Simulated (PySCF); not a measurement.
WO2F2, SMILES [O]=[W](=[O])([F])[F], multiplicity 1. Atoms are numbered in the order given.

```xyz
5

W      0.0000     0.0000     0.0149
O      0.0000    -1.3611     1.0396
O      0.0000     1.3611     1.0396
F     -1.5758     0.0000    -0.9855
F      1.5758     0.0000    -0.9855
```

Coordinates come from a B3LYP-D3(BJ)/def2-SVP optimisation. The spin state was assumed, not searched. The isomer is the one that the SMILES or the coordinates give; other isomers of the formula were not compared. The def2 effective core potentials stand for the cores of W; spin–orbit coupling is left out.

Level of theory: PySCF with HF/def2-TZVP.

Gas-phase values at a fixed geometry.

```yaml
total_energy: -415.31247 hartree
point_group: C2v
highest_occupied_level: -13.91 eV
lowest_empty_level: 0.73 eV
orbital_gap: 14.65 eV
dipole_moment: 2.15 D
quadrupole, principal values (traceless, Buckingham form, about the centre of nuclear charge): -0.79, 0.32, 0.47 D·Å
mean_static_polarisability: 34.4 bohr³ (5.10 Å³)
polarisability_principal_values: 29.8, 33.4, 40.0 bohr³
```
